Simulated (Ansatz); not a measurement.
Basis-set extrapolation for `BC1=[CH][AlH][CH2]1` (PBE0-D4/def2-TZVP geometry, frozen core, the Gaussian-basis code of Ansatz). Multiplicity 1, RHF reference.

|  | def2-TZVPP | def2-QZVPP |
| --- | --- | --- |
| HF | -383.684411 | -383.697703 |
| MP2 correlation | -0.657571 | -0.699562 |
| CCSD(T) correlation | -0.732614 | not run |

Energies in hartree. Use E(X) = E(∞) + A·exp(−7.88·√X) for Hartree–Fock and E(X) = E(∞) + B·X^(−2.97) for correlation, with X = 3 and 4, and add CCSD(T) minus MP2 of the smaller set to the MP2 limit.

**Question.** What is the CCSD(T) energy at the basis-set limit?

**Answer.** HF limit: -383.697703 + (-0.013292) × 0.13774 = -383.69953. MP2 limit: -0.699562 + (-0.041991) × 0.74074 = -0.73067. Higher-order term: -0.732614 − (-0.657571) = -0.07504. Total: -384.50524 hartree, 231.6 kJ/mol below CCSD(T)/def2-TZVPP.
